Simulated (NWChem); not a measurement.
VNHClF2; SMILES [NH]=[V]([F])([F])[Cl]

Task: Give the equilibrium geometry at PBE0/def2-SVP (NWChem) as a list of bonds and angles, with the point group.

Result: point group Cs; any orientation.
Bonds (Å): V1–N2 1.580, V1–F4 1.708, V1–F5 1.708, V1–Cl6 2.151, N2–H3 1.021. Bond angles (°): N2–V1–F4 108.1, N2–V1–F5 108.1, N2–V1–Cl6 107.0, F4–V1–F5 111.1, F4–V1–Cl6 111.2, F5–V1–Cl6 111.2, V1–N2–H3 179.8.
